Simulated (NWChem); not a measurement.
System: C4H4F2; SMILES CC#CC(F)F

NWChem input:

```
start job
memory heap 200 mb stack 900 mb global 1100 mb
geometry units angstroms noautoz
  C      2.889790     0.584680     0.022065
  C      1.444606     0.393568    -0.023541
  C      0.249216     0.222781    -0.056011
  C     -1.201302     0.070436    -0.114440
  F     -1.700828    -0.245880     1.120530
  F     -1.543367    -0.942947    -0.969210
  H      3.185959     1.118287     0.932831
  H      3.237718     1.168597    -0.838076
  H      3.414205    -0.377816     0.010533
  H     -1.709038     0.979746    -0.455974
end
basis spherical
  * library def2-tzvp
end
dft
  xc r2scan
  iterations 150
  semidirect filesize 400000000
  mulliken
end
task dft energy
```

All runs use the structure optimised with B3LYP/6-31G* (spherical d).

**Question.** What results follow from this input? (r2SCAN/def2-TZVP.) Quantities: energy (Ha); highest occupied level (eV); orbital gap (eV); dipole (D).

**Answer.** 
```yaml
energy (Ha): -354.42
highest occupied level (eV): -7.18
orbital gap (eV): 6.64
dipole (D): 3.13
```
